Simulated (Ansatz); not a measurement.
Geometry optimisation, RHF/def2-SVP (Ansatz 0.2.0).

Input file:

```yaml
crystal:
  periodic: [false, false, false]
  atoms:
    - { symbol: Al, position_ang: [0.1071, -0.8177, -0.0535] }
    - { symbol: Si, position_ang: [0.8839, 1.776, 0.1228] }
    - { symbol: C, position_ang: [-1.8686, -0.9261, 0.0235] }
    - { symbol: O, position_ang: [1.2297, -1.6018, 0.8423] }
    - { symbol: H, position_ang: [0.8858, 0.4158, -1.164] }
    - { symbol: Cl, position_ang: [0.9481, -0.718, -2.5129] }
    - { symbol: H, position_ang: [-0.067, 2.8125, -0.2913] }
    - { symbol: H, position_ang: [2.2092, 2.4036, 0.0867] }
    - { symbol: H, position_ang: [0.591, 1.5469, 1.5555] }
    - { symbol: H, position_ang: [-2.2993, -0.2175, -0.6883] }
    - { symbol: H, position_ang: [-2.2753, -0.6892, 1.0079] }
    - { symbol: H, position_ang: [-2.2441, -1.9159, -0.2487] }
    - { symbol: H, position_ang: [1.8995, -2.0687, 1.3199] }
basis:
  gaussian: { orbitals: def2-SVP }
hamiltonian:
  xc: hf
relax:
  f_tol: 0.15
  max_steps: 25
  restrain:
    - { distance: [0, 5], at: 3.53, k: 30.0 }
    - { distance: [4, 1], at: 2.72, k: 30.0 }
    - { distance: [0, 1], at: 2.32, k: 30.0 }
    - { distance: [4, 5], at: 1.33, k: 30.0 }
```

Command:

```bash
$ ansatz run input.yaml --threads 2 --pin off --max-ram 3072MiB --backend cpu --events-out ev --progress --plain --runs-dir out
```

**Question.** Where does it end, and by what steps?

**Answer.** The forces met the threshold. The restraints hold the end off the free minimum. After 15 steps the energy has fallen by 0.810 eV (the restraints' own energy left out); H5 moved furthest, 1.30 Å. Parted: Al1–H5, Al1–Cl6. Joined: H5–Cl6.

```csv
step,energy less start (eV),largest force component (eV/Å),accepted
0,0.0000,1.766,yes
1,0.5834,1.720,yes
2,0.5384,2.726,yes
3,0.2387,2.745,yes
4,-0.1549,1.497,yes
5,-0.4068,1.460,yes
6,-0.5456,1.515,yes
7,-0.6365,1.535,yes
8,-0.7142,1.561,yes
9,-0.7568,1.461,yes
10,-0.7588,1.326,yes
11,-0.7716,1.282,yes
12,-0.7793,1.688,yes
13,-0.7903,1.557,yes
14,-0.7993,1.327,yes
15,-0.8096,1.296,yes
```

```xyz
13
Properties=species:S:1:pos:R:3
Al -0.083 -0.598 0.518
Si 0.773 1.602 0.406
C -1.971 -1.027 0.209
O 0.907 -1.884 1.003
H 1.558 0.965 -2.129
Cl 1.132 -0.093 -2.756
H 0.010 2.423 -0.578
H 2.191 1.629 -0.064
H 0.745 2.345 1.697
H -2.396 -0.497 -0.648
H -2.581 -0.759 1.080
H -2.097 -2.101 0.045
H 1.812 -2.005 1.217
```

Whether the end is a true minimum wasn't checked by a vibrational analysis.

Time of the run: 38 s on 2 threads of Arm Neoverse V1, with other jobs on the host, peak memory 0.28 GiB.
